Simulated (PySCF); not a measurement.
B₂F₄, SMILES FB(F)B(F)F.

The structure is a stationary point at r2SCAN-D4/def2-SVP. The values are those of a single conformer.

These are HF/def2-TZVP in PySCF values and carry that method's errors.

Isolated molecule, no solvent.

Task: Estimate the frontier levels, gap, dipole moment and polarisability. (The exact figures need the calculation; the answer reports its results.)

Result: 
```json
{
  "highest_occupied_level": "-14.32 eV",
  "lowest_empty_level": "2.60 eV",
  "orbital_gap": "16.92 eV",
  "dipole_moment": "0.00 D",
  "quadrupole, principal values (traceless, Buckingham form, about the centre of nuclear charge)": "-4.95, 2.48, 2.48 D·Å",
  "mean_static_polarisability": "22.5 bohr³ (3.33 Å³)",
  "polarisability_principal_values": "21.7, 21.7, 24.0 bohr³"
}
```
